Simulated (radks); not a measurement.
Species: neutral neodymium. Configuration: [Xe] 4f4 6s2. Method: scalar-relativistic Kohn-Sham, PBEsol, spin-polarised, spherical densities, point nucleus; open shells are filled with parallel spins first (spin-orbit coupling, left out, can overturn this in heavy ions); hard spherical wall at 2 bohr; computed with a radial shooting solver on a logarithmic mesh with Libxc functionals.

Normalised radial functions P(r) = r R(r), r in bohr:

```
   r/bohr * 5s up, o 5s down, + 5d up (the largest magnitude, 1.17, reaches the edge; | marks zero, & curves that meet)
 0.001766                             + &
 0.002245                             + &
 0.002877                             + &
 0.003687                             +  &
 0.004725                             +  &
 0.006055                             +   &
 0.007759                             +   &
 0.009943                             +   &
  0.01264                             +   &
   0.0162                             +   &
  0.02076                             +  &
   0.0266                             |&
  0.03409                           & |+
  0.04368                         &   | +
  0.05597                       &     |   +
  0.07116                      &      |     +
  0.09119                        &    |       +
   0.1169                             &          +
   0.1497                             |      &    +
   0.1919                             |         &
   0.2459                             |    + &
   0.3151                         + & |
   0.4006                +&           |
   0.5133           +  &              |
   0.6578               +       &     |
   0.8429                             +         &
     1.08                             |                +      &
    1.384                             |                         &+
    1.774                             |           &  +
```

5s up: eigenvalue 30.353 eV, 4 radial nodes at r = 0.0290, 0.115, 0.302, 0.724 bohr, <r> = 1.20 bohr, 90 % of the charge inside 1.61 bohr. 5s down: eigenvalue 32.457 eV, 4 radial nodes at r = 0.0290, 0.115, 0.302, 0.724 bohr, <r> = 1.21 bohr, 90 % of the charge inside 1.61 bohr. 5d up (empty): eigenvalue 104.17 eV, 2 radial nodes at r = 0.282, 0.845 bohr, <r> = 1.23 bohr, 90 % of the charge inside 1.67 bohr.
